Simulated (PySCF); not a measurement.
Ta(NH)(Cl)2(Me) (CH₄Cl₂NTa), SMILES [NH]=[Ta]([Cl])([CH3])[Cl], multiplicity 1. Atoms are numbered in the order given.

```xyz
9

Ta     0.0774    -0.1301     0.0000
N      1.6227    -0.9529     0.0000
H      2.5429    -1.3776     0.0000
Cl    -0.2124     1.0100     1.9946
Cl    -0.2124     1.0100    -1.9946
C     -1.2882    -1.7675     0.0000
H     -1.1395    -2.4015     0.8902
H     -2.3250    -1.3854     0.0000
H     -1.1395    -2.4015    -0.8902
```

Geometry optimised at PBE0-D3(BJ)/def2-SVP. The multiplicity is an assumed one; other spin states were not compared. The def2 effective core potentials stand for the cores of Ta; spin–orbit coupling is left out.

Computed with PySCF with TDDFT-B3LYP/def2-SVPD.

Vertical excitations. Isolated molecule, no solvent. State labels are in the subgroup Cs.

Question: List the lowest excited states. (The exact figures need the calculation; the answer reports its results.)

Answer: 
```json
[
 {"state": "S1", "symmetry": "A'", "energy (eV)": "4.43", "λ (nm)": "280", "f": "0.005", "main pairs": "HOMO→LUMO 98 %"},
 {"state": "S2", "symmetry": "A\"", "energy (eV)": "4.48", "λ (nm)": "277", "f": "0.000", "main pairs": "HOMO−1→LUMO 96 %"},
 {"state": "S3", "symmetry": "A\"", "energy (eV)": "4.81", "λ (nm)": "258", "f": "0.001", "main pairs": "HOMO→LUMO+1 86 %"},
 {"state": "S4", "symmetry": "A\"", "energy (eV)": "5.04", "λ (nm)": "246", "f": "0.001", "main pairs": "HOMO−2→LUMO 86 %"},
 {"state": "S5", "symmetry": "A'", "energy (eV)": "5.16", "λ (nm)": "240", "f": "0.010", "main pairs": "HOMO−1→LUMO+1 92 %"},
 {"state": "S6", "symmetry": "A'", "energy (eV)": "5.65", "λ (nm)": "219", "f": "0.022", "main pairs": "HOMO−2→LUMO+1 92 %"},
 {"state": "S7", "symmetry": "A'", "energy (eV)": "5.79", "λ (nm)": "214", "f": "0.011", "main pairs": "HOMO−3→LUMO 90 %"},
 {"state": "S8", "symmetry": "A\"", "energy (eV)": "5.98", "λ (nm)": "207", "f": "0.000", "main pairs": "HOMO−4→LUMO 47 %, HOMO→LUMO+2 44 %"},
 {"state": "S9", "symmetry": "A\"", "energy (eV)": "5.99", "λ (nm)": "207", "f": "0.008", "main pairs": "HOMO→LUMO+2 47 %, HOMO−4→LUMO 37 %, HOMO−3→LUMO+1 8 %"},
 {"state": "S10", "symmetry": "A'", "energy (eV)": "6.12", "λ (nm)": "203", "f": "0.007", "main pairs": "HOMO−1→LUMO+2 88 %"},
 {"state": "T1", "symmetry": "A'", "energy (eV)": "4.13", "λ (nm)": "300", "f": "0", "main pairs": "HOMO→LUMO 93 %"},
 {"state": "T2", "symmetry": "A\"", "energy (eV)": "4.23", "λ (nm)": "293", "f": "0", "main pairs": "HOMO−1→LUMO 94 %"},
 {"state": "T3", "symmetry": "A'", "energy (eV)": "4.49", "λ (nm)": "276", "f": "0", "main pairs": "HOMO−1→LUMO+1 86 %"},
 {"state": "T4", "symmetry": "A\"", "energy (eV)": "4.57", "λ (nm)": "271", "f": "0", "main pairs": "HOMO→LUMO+1 68 %, HOMO−2→LUMO 26 %"}
]
```
Triplets are in the Tamm–Dancoff approximation, which puts them higher than full response would, so one can lie above its singlet here.
